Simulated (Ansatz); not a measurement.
`CC[N](C)[Ge]([F])([F])[N](C)CC`, relaxed with RKS PBE-D4/def2-SVP in Ansatz 0.2.0 from a rough embedded geometry. The force threshold is 0.03 eV/Å; the program also tests the step.

Total charge 0; spin multiplicity 1.

Start:

```xyz
27

C    -0.570    1.043   -3.280
C    -1.010   -0.236   -2.643
N    -0.185   -0.503   -1.446
C    -0.377   -1.861   -1.028
Ge   -0.830    0.562    0.018
F    -0.484    2.252   -0.283
F    -2.602    0.360    0.181
N    -0.027    0.037    1.602
C    -0.658    0.700    2.703
C     1.425    0.287    1.506
C     2.230   -0.545    2.510
H    -0.824    1.937   -2.741
H     0.592    0.997   -3.548
H    -1.043    1.108   -4.350
H    -2.097   -0.171   -2.399
H    -0.914   -1.062   -3.405
H     0.069   -2.538   -1.878
H     0.273   -2.123   -0.164
H    -1.387   -2.202   -0.849
H    -0.475    1.798    2.582
H    -1.683    0.495    2.742
H    -0.188    0.403    3.727
H     1.649    1.439    1.643
H     1.830    0.037    0.488
H     2.003   -0.179    3.586
H     1.975   -1.597    2.381
H     3.308   -0.437    2.346
```

```
step  energy (eV)  largest force (eV/Å)  largest move (Å)
   1  -71372.6661                 3.496             0.000
   2  -71373.4821                 1.126             0.194
   3  -71373.6397                 0.280             0.151
   4  -71373.6801                 0.193             0.117
   5  -71373.7027                 0.395             0.195
   6  -71373.7216                 0.174             0.053
   7  -71373.7288                 0.197             0.200
   8  -71373.7378                 0.073             0.062
   9  -71373.7401                 0.035             0.075
  10  -71373.7408                 0.026             0.032
  11  -71373.7412                 0.014             0.032
```

End:

```xyz
27

C    -0.434    1.022   -3.259
C    -0.834   -0.327   -2.672
N    -0.507   -0.499   -1.253
C    -0.430   -1.897   -0.833
Ge   -1.060    0.645    0.057
F    -1.129    2.285   -0.580
F    -2.713    0.411    0.616
N    -0.017    0.453    1.528
C    -0.534    0.830    2.835
C     1.437    0.453    1.366
C     2.139   -0.670    2.133
H    -0.985    1.859   -2.790
H     0.650    1.206   -3.112
H    -0.644    1.036   -4.348
H    -1.917   -0.528   -2.872
H    -0.282   -1.129   -3.212
H     0.397   -2.413   -1.371
H    -0.220   -1.956    0.253
H    -1.369   -2.469   -1.030
H    -0.169    1.833    3.165
H    -1.640    0.857    2.806
H    -0.242    0.093    3.615
H     1.861    1.439    1.681
H     1.659    0.349    0.283
H     1.976   -0.591    3.227
H     1.774   -1.664    1.806
H     3.234   -0.629    1.960
```

Run time 12 s (11 threads of an AMD EPYC 7R13 on a shared host and a whole NVIDIA H100 80 GB); peak host memory 0.93 GiB.
